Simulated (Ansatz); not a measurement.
CH5BO2, SMILES `COBO`. Total charge 0; spin multiplicity 1. The geometry is a stationary point of PBE0-D4/def2-TZVP. It is one conformer, not always the lowest.

```xyz
9

C     0.788   -0.651   -0.892
O    -0.096   -0.493    0.196
B    -0.548    0.727    0.577
O    -1.395    0.828    1.631
H     1.022    0.309   -1.361
H     0.330   -1.308   -1.635
H     1.714   -1.111   -0.541
H    -0.220    1.729    0.007
H    -1.595   -0.030    2.018
```

Problem. What is the dipole moment at B3LYP/def2-TZVPP? (An estimate is asked.)

Solution. Computed: 1.82 D, with components (0.85, -1.36, -0.86) D in this frame, pointing from negative to positive charge.

Problem. And with PBE, r2SCAN, ωB97M-V? (Estimate.)

Solution. The calculation gave: PBE 1.77 D, r2SCAN 1.79 D, ωB97M-V 1.81 D.

Problem. Give the Mulliken charges with B3LYP, PBE, ωB97M-V in def2-TZVPP. (An estimate is asked.)

Solution. Computed: 
```tsv
atom	B3LYP	PBE	ωB97M-V
C1	-0.08	-0.10	-0.13
O2	-0.32	-0.24	-0.31
B3	0.22	0.16	0.20
O4	-0.29	-0.25	-0.29
H5	0.08	0.08	0.09
H6	0.11	0.10	0.12
H7	0.10	0.10	0.12
H8	-0.02	-0.04	0.02
H9	0.19	0.19	0.18
```

B3LYP here is the variant with VWN-RPA as its local correlation; programs differ in this.
